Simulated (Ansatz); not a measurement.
Relaxation of AlCl₂FH₂ (6 atoms, charge 0, multiplicity 1), to a largest force component of 0.03 eV/Å in at most 50 steps.

Computed with RKS PBE-D4/def2-SVP in Ansatz.

```xyz
6
Properties=species:S:1:pos:R:3:forces:R:3
Al 0.060 0.216 0.084 0.01 0.02 1.32
Cl 0.028 0.514 2.250 0.00 0.03 -1.20
Cl 1.825 0.395 -1.014 -0.01 0.00 0.01
F -1.387 -0.027 -0.702 0.00 0.00 0.00
H 0.372 -2.415 0.837 0.19 -1.32 -1.34
H 0.294 -1.871 1.311 -0.18 1.27 1.21
```

Question: Where does it end, and by what steps?

Answer: It converged. After 6 steps the energy has fallen by 0.203 eV; H5 moved furthest, 0.46 Å.

```
step  energy less start (eV)  largest force component (eV/Å)  accepted
   0                  0.0000                           1.341       yes
   1                 -0.1247                           0.884       yes
   2                 -0.1770                           0.463       yes
   3                 -0.1837                           0.454       yes
   4                 -0.1948                           0.399       yes
   5                 -0.2001                           0.328       yes
   6                 -0.2028                           0.018       yes
```

```xyz
6
Properties=species:S:1:pos:R:3
Al 0.073 0.081 0.242
Cl 0.006 0.723 2.239
Cl 1.832 0.212 -0.887
F -1.359 -0.222 -0.561
H 0.356 -2.106 0.496
H 0.285 -1.876 1.236
```

Time of the run: 14 s on 1 thread of Arm Neoverse V2 (shared host), peak memory 0.14 GiB.
